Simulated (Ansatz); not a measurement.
Two structures of Si2NH7OF4, singlet, reached by relaxing down either side of one saddle point (PBE0-D4/def2-TZVP). Energies are electronic, without zero-point energy. Program: Ansatz 0.2.0. Basis: def2-TZVPP and def2-QZVPP. Cores are frozen in the correlated methods. Extrapolation: Hartree–Fock as exp(−7.88 √X), correlation as X^−2.97. First:

```xyz
15
angstrom
Si -0.7960 0.6512 0.5958
O 0.0863 -0.1088 -0.5985
Si -0.2210 0.0069 -2.2472
F -1.6938 1.5185 -0.4436
F -0.1656 1.9084 1.3558
F -2.0406 -0.1014 1.2674
H 1.2884 -0.4027 1.7240
N 0.2865 -0.4359 1.9094
H 1.5662 -0.6426 -0.2797
F 2.3887 -0.9140 0.1195
H 0.0046 1.3858 -2.7301
H 0.7699 -0.9111 -2.8602
H -1.5935 -0.4578 -2.5428
H 0.1121 -0.0852 2.8452
H 0.0077 -1.4115 1.8849
```

Second:

```
15
angstrom
Si -0.9512 0.8361 1.3098
O 0.3839 -0.5591 -0.9538
Si 0.0505 -0.1286 -2.5155
F -2.1280 0.5935 0.2981
F 0.0266 1.8915 0.6854
F -1.5516 1.4894 2.6124
H 1.5003 -0.4136 1.4459
N -0.1540 -0.5966 1.7999
H 1.2856 -0.4369 -0.6229
F 2.3376 -0.3767 0.9789
H 0.1253 1.3439 -2.7007
H 1.0034 -0.7773 -3.4551
H -1.3274 -0.6021 -2.7798
H -0.3428 -0.8959 2.7472
H -0.2583 -1.3677 1.1503
```

(1) Which bonds change from the first to the second?

(2) Give the saddle point's structure and its height above each. (An estimate is asked for; the value comes from the calculation.)

No T1 diagnostic of these runs exceeds 0.012.

## Answers

(1) Si₂H₃OF₃ ([F][Si]([F])([F])[O][SiH3]) + NH₃ + HF → SiNH₂F₃ ([NH2][Si]([F])([F])[F]) + SiH₄O ([OH][SiH3]) + HF; bonds formed: O2–H9, H7–F10; dative contacts that become bonds: Si1–N8; bonds broken: Si1–O2, H7–N8, H9–F10.

(2) Computed: 98.7 kJ/mol above the first and 29.6 kJ/mol above the second (CCSD(T) at an estimated basis limit (MP2 extrapolated from triple and quadruple zeta, plus CCSD(T) − MP2 in triple zeta)).
```json
{"atom": "Si1", "x (Å)": "-0.6938", "y (Å)": "0.7281", "z (Å)": "0.8245"}
{"atom": "O2", "x (Å)": "0.2848", "y (Å)": "-0.0541", "z (Å)": "-0.6461"}
{"atom": "Si3", "x (Å)": "-0.0593", "y (Å)": "0.0345", "z (Å)": "-2.2893"}
{"atom": "F4", "x (Å)": "-1.9638", "y (Å)": "0.5178", "z (Å)": "-0.1222"}
{"atom": "F5", "x (Å)": "0.2097", "y (Å)": "2.0182", "z (Å)": "0.6361"}
{"atom": "F6", "x (Å)": "-1.5312", "y (Å)": "1.2655", "z (Å)": "2.0999"}
{"atom": "H7", "x (Å)": "1.2259", "y (Å)": "-0.7960", "z (Å)": "1.3282"}
{"atom": "N8", "x (Å)": "0.0483", "y (Å)": "-0.6296", "z (Å)": "1.7591"}
{"atom": "H9", "x (Å)": "1.2104", "y (Å)": "-0.3927", "z (Å)": "-0.3065"}
{"atom": "F10", "x (Å)": "2.1307", "y (Å)": "-0.8748", "z (Å)": "0.6116"}
{"atom": "H11", "x (Å)": "-0.5099", "y (Å)": "1.4055", "z (Å)": "-2.6075"}
{"atom": "H12", "x (Å)": "1.2075", "y (Å)": "-0.2916", "z (Å)": "-2.9832"}
{"atom": "H13", "x (Å)": "-1.1050", "y (Å)": "-0.9582", "z (Å)": "-2.6203"}
{"atom": "H14", "x (Å)": "-0.0377", "y (Å)": "-0.4615", "z (Å)": "2.7556"}
{"atom": "H15", "x (Å)": "-0.4166", "y (Å)": "-1.5114", "z (Å)": "1.5599"}
```

Labels in which every atom is bracketed show which atoms are joined, not bond orders.

For scale, one of the runs: CCSD(T)/def2-TZVPP, 368 basis functions, launched by `ansatz run in.yaml --threads 4 --pin off --events-out ev --progress --plain --max-ram 66560MiB --backend cuda --devices 0, --max-vram 37GiB`. Hardware: 4 CPU threads of an AMD EPYC 7R13 and a share of one NVIDIA H100, shared host. Wall time 36 s; peak host memory 1.5 GiB.
